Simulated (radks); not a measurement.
Results of a calculation; reference values are marked as such.
The table gives one normalised radial function P(r) = r R(r) of Mo in [Kr] 4d3.5 5s1.5 5p1 (r in bohr). Level of theory: scalar-relativistic Kohn-Sham, PBE, spin-polarised, spherical densities, point nucleus; open shells are filled with parallel spins first (spin-orbit coupling, left out, can overturn this in heavy ions) (a radial shooting solver on a logarithmic mesh with Libxc functionals).

r	P
0.004643	0.0001
0.005405	0.0001
0.006293	0.0001
0.007326	0.0002
0.008528	0.0003
0.009928	0.0005
0.01156	0.0007
0.01346	0.0011
0.01566	0.0016
0.01824	0.0024
0.02123	0.0037
0.02471	0.0055
0.02877	0.0082
0.03349	0.0121
0.03899	0.0176
0.04503	0.0250
0.05242	0.0358
0.06103	0.0504
0.07105	0.0699
0.08271	0.0952
0.09629	0.1269
0.1121	0.1652
0.1305	0.2091
0.1519	0.2563
0.1769	0.3028
0.2059	0.3426
0.2397	0.3680
0.279	0.3703
0.3249	0.3411
0.3782	0.2744
0.4403	0.1683
0.5084	0.0345
0.5919	-0.1326
0.6891	-0.3117
0.8022	-0.4845
0.9339	-0.6314
1.087	-0.7344
1.266	-0.7825
1.473	-0.7749
1.715	-0.7204
1.997	-0.6338
2.325	-0.5296
2.706	-0.4202
3.151	-0.3161
3.668	-0.2244
4.27	-0.1495
4.971	-0.0927
5.741	-0.0547
6.683	-0.0286
7.78	-0.0133
9.058	-0.0055
10.54	-0.0019
12.28	-0.0006
14.29	-0.0001
16.64	0.0000

Which n and l does it have? It may be an empty orbital.

Answer. n = 4, l = 2: the number of nodes gives n - l - 1 = 1, the rise at small r (about r^(l+1), flatter next to the nucleus through relativity) gives l, and the extent must fit the shell. The curve is that of 4d down; the table hardly tells the two spins apart. 4d down (empty): eigenvalue -6.165 eV, 1 radial node at r = 0.526 bohr, <r> = 1.81 bohr, 90 % of the charge inside 2.93 bohr.
